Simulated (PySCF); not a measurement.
# Assignment exercise: C7H9F

Geometry (Å), atoms numbered from 1 in this order:
```xyz
17

C     2.7913    0.7393    0.3688
C     1.7480    0.3686   -0.3477
C     1.0464   -0.9475   -0.2008
C    -0.3644   -0.7599    0.1675
C    -1.3788   -0.0104    0.4882
C    -1.9906    1.3035    0.7256
F    -2.9955    1.5610   -0.1876
C    -1.6377   -1.4949    0.4920
H     3.2644    1.6970    0.2354
H     3.2218    0.0966    1.1194
H     1.3279    1.0297   -1.0935
H     1.5378   -1.5655    0.5575
H     1.0830   -1.4977   -1.1487
H    -2.4612    1.3460    1.7165
H    -1.2537    2.1082    0.6166
H    -2.2199   -1.9403   -0.3068
H    -1.7259   -2.0217    1.4370
```

Relativity neglected, no solvent, one averaged value for each set of equivalent atoms, a single conformation. GFN2-xTB structure; PBE0/pcSseg-1 with gauge-including orbitals; PySCF 2.14.

Scale: TMS for 13C (σref 186.93), 1H (σref 31.72) (reference shieldings calculated alike).

**Question.** Assign these signals to the numbered atoms. 13C{1H} NMR (computed): δ 144.3 (CH), 130.5 (C), 123.1 (CH2), 115.9 (C), 78.0 (CH2), 39.1 (CH2), 12.1 (CH2).

**Answer.** 
144.3 → C2, alkene CH: the olefinic region
130.5 → C4, fully substituted alkene carbon: an sp2 carbon of a C=C bond
123.1 → C1, terminal =CH2 carbon: the olefinic region
115.9 → C5, fully substituted alkene carbon: as expected for a trigonal carbon in a double bond
78.0 → C6, allylic sp3 CH2 bonded to F: deshielded by the electronegative neighbour
39.1 → C3, allylic sp3 CH2: aliphatic region, no heteroatom directly attached
12.1 → C8, three-membered-ring carbon: carbons of three-membered rings are unusually shielded

**Question.** Assign these signals to the numbered atoms. 1H NMR (300 MHz, computed): δ 6.58 (m, 1H), 5.67 (m, 2H), 5.52 (m, 1H), 5.44 (m, 1H), 3.39 (d, 2H), 1.10 (s, 2H).

**Answer.** 
6.58 → H11, hydrogen on an alkene CH: attached to an sp2 carbon and in the plane of the double bond
5.67 → H14/H15, hydrogen on an allylic sp3 CH2 bonded to F: its carbon carries F, an electronegative neighbour
5.52 → H10, hydrogen on a terminal =CH2 carbon: a vinylic proton, deshielded by the sp2 carbon and the C=C anisotropy
5.44 → H9, hydrogen on a terminal =CH2 carbon
3.39 → H12/H13, hydrogen on an allylic sp3 CH2
1.10 → H16/H17, hydrogen on a three-membered-ring carbon: cyclopropane-type protons are shielded by the ring

H10 and H9 lie closer than the usual error of such a calculation, so a measured spectrum could show them in the other order.

Splittings by 19F in the carbon and heteronuclear signals aren't shown, as no couplings were computed. Shifts are as computed. Against solution values, carbons near 30 ppm lie about +3 ppm off and those near 130 ppm about +5 ppm. Of 1309 compounds with measured shifts, 239 miss one by over three times the rms of a fit or turn the order of signals round; such compounds aren't used in these exercises. No couplings were computed; multiplicities are counted from neighbouring protons, with m where these are inequivalent, close in shift, in a saturated or five-membered ring or joined by F or P, and br s for small geminal =CH2 splittings.
